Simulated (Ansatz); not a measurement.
`[F][Hf]([SH])([SH])[SH]` and `[F][Zr]([SH])([SH])[SH]` differ in one element.

Ansatz, PBE0-D4/def2-TZVP geometries, multiplicity 1. Each molecule was computed in one conformer, which needn't be the lowest.

Elements past krypton have def2 core potentials.

| property | `[F][Hf]([SH])([SH])[SH]` |
| --- | --- |
| HOMO–LUMO gap (PBE0/def2-TZVPP) / eV | 6.09 |
| HOMO–LUMO gap (B3LYP/def2-TZVPP) / eV | 5.65 |
| HOMO energy (PBE/def2-TZVPP) / eV | -6.67 |
| LUMO energy (ωB97M-V/def2-TZVPP) / eV | 0.27 |
| HOMO energy (ωB97M-V/def2-TZVPP) / eV | -9.99 |
| HOMO energy (PBE0/def2-TZVPP) / eV | -7.86 |

Give the same properties after the change, and the shifts. (Best estimate.)

Computed: 
```tsv
property	`[F][Zr]([SH])([SH])[SH]`	shift
HOMO–LUMO gap (PBE0/def2-TZVPP) / eV	5.67	-0.42
HOMO–LUMO gap (B3LYP/def2-TZVPP) / eV	5.23	-0.42
HOMO energy (PBE/def2-TZVPP) / eV	-6.68	-0.01
LUMO energy (ωB97M-V/def2-TZVPP) / eV	-0.16	-0.43
HOMO energy (ωB97M-V/def2-TZVPP) / eV	-9.97	0.02
HOMO energy (PBE0/def2-TZVPP) / eV	-7.86	0.00
```

B3LYP here is the variant with VWN-RPA as its local correlation; programs differ in this.
